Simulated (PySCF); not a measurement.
CeCl₄: breathing scan

Method: PBE0/[Ce lcecp-2-TZVP with ECP46, Cl def2-TZVP], scalar-relativistic core potentials, density fitting, no spin–orbit coupling, PySCF.

Rigid scan from the valence singlet (4f shell in the core) minimum (Ce–Cl 2.480 Å (×4); Cl–Ce–Cl 109.5° (×6)). Coordinate: all bonds to the central atom scaled together. Energies in kJ/mol from the minimum.

(1) Predict the curve at 0.88, 0.92, 0.96, 1.00, 1.04, 1.08, 1.14, 1.22, 1.35.

Results:

(1) 
| scale of all bonds to the centre | E (kJ/mol) |
| --- | --- |
| 0.88 | 409.7 |
| 0.92 | 160.2 |
| 0.96 | 35.4 |
| 1.00 | 0.0 |
| 1.04 | 27.6 |
| 1.08 | 98.4 |
| 1.14 | 254.5 |
| 1.22 | 506.7 |
| 1.35 | 923.8 |

At long bonds a restricted determinant can lie too high, and another spin state can fall below this curve.

The 4f shell sits in the core potential, so its spin is not counted.
